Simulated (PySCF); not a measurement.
B(CCH)(H)2 (C₂H₃B), SMILES BC#C. Coordinates come from a B3LYP-D3(BJ)/def2-TZVP optimisation.

PySCF with TDDFT-B3LYP/def2-SVPD puts the lowest singlet excitations at 3.81, 5.47, 6.22, 6.97, 7.38, 7.54 eV.

Problem. What are the lowest excitation roots from ADC(2)/aug-cc-pVDZ in PySCF? (An estimate is asked for; the answer gives what the named calculation found.)

Solution. 4.52, 6.00, 6.91, 7.74, 8.01, 8.30 eV. S1 differs by 0.71 eV (second minus first; roots are paired by order, and the bases may differ).
